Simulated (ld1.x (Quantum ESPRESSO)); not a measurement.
# An all-electron radial function and its pseudo partner (O)

Columns: radius, all-electron u(r) and pseudo u(r) of the 2p shell (level -9.04 eV) of oxygen in the configuration [He] 2s2 2p4; PBE, non-relativistic, TM scheme, ld1.x (Quantum ESPRESSO) 7.5.

```csv
r (bohr),all-electron,pseudo
0.103,0.1082,0.0337
0.205,0.2998,0.1282
0.308,0.4843,0.2707
0.410,0.6295,0.4367
0.513,0.7346,0.6043
0.615,0.8011,0.7474
0.718,0.8362,0.8520
0.820,0.8461,0.9093
0.923,0.8377,0.9229
1.025,0.8164,0.9015
1.128,0.7862,0.8569
1.230,0.7507,0.8015
1.332,0.7120,0.7436
1.435,0.6715,0.6879
1.538,0.6306,0.6375
1.640,0.5907,0.5927
1.743,0.5515,0.5518
1.845,0.5141,0.5142
1.948,0.4782,0.4782
2.050,0.4445,0.4445
2.153,0.4124,0.4124
2.255,0.3825,0.3825
2.358,0.3543,0.3543
2.460,0.3282,0.3282
2.562,0.3039,0.3039
2.665,0.2811,0.2811
```

Problem. How many radial nodes do the two functions have?

Solution. The all-electron 2p function has n − l − 1 = 0; the pseudo-wave has 0.

Problem. At about which radius was the pseudo-wave matched?

Solution. 1.95 bohr. The columns agree to 0.0005 from 1.74 bohr on; several derivatives are matched, so the curves merge somewhat inside the radius.

Problem. Where does each function peak?

Solution. Outermost all-electron maximum near 0.82 bohr, pseudo maximum near 0.92 bohr (to the table’s step).

Problem. Is the pseudo-wave norm-conserving?

Solution. Yes: the TM scheme keeps the norm inside the radius equal to the all-electron one, which fixes the energy derivative of the logarithmic derivative at the level.
